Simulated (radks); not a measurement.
Results of a calculation; reference values are marked as such.
Q: Species: La3+. Configuration: [Kr] 4d10 5s2 5p4 6s2 (not the ground configuration). Code: a radial shooting solver on a logarithmic mesh with Libxc functionals. Model: Dirac Kohn-Sham, HCTH/407, spin-unpolarised, spherical densities, point nucleus; open shells fill j = l - 1/2 first. Some entries of the table are withheld. Estimate them.

orbital  occ.  eigenvalue (eV)  <1/r> (bohr^-1)
1s1/2       2        -38745.64            61.99
2s1/2       2        -6203.471            14.59
2p1/2       2        -5855.202            14.57
2p3/2       4        -5442.068            13.25
3s1/2       2        -1356.513            5.257
3p1/2       2        -1209.390            5.171
3p3/2       4        -1128.697            4.842
3d3/2       4        -870.7281            4.707
3d5/2       6        -853.4159            4.624
4s1/2       2        -302.3307            2.176
4p1/2       2        -248.0151              (1)
4p3/2       4        -230.7673              (2)
4d3/2       4        -141.4795            1.752
4d5/2       6        -138.4604            1.726
5s1/2       2         -70.6997           0.8905
5p1/2       2         -54.8926           0.8052
5p3/2       2         -51.9184           0.7704
5d3/2       0         -29.5196              (3)
5d5/2       0         -29.1413              (4)
6s1/2       2         -24.0969           0.3995
6p1/2       0         -19.6178           0.3545
6p3/2       0         -18.9727           0.3435

A: 
(1) 4p1/2 <1/r> (bohr^-1): 2.074
(2) 4p3/2 <1/r> (bohr^-1): 1.967
(3) 5d3/2 <1/r> (bohr^-1): 0.5944
(4) 5d5/2 <1/r> (bohr^-1): 0.5873
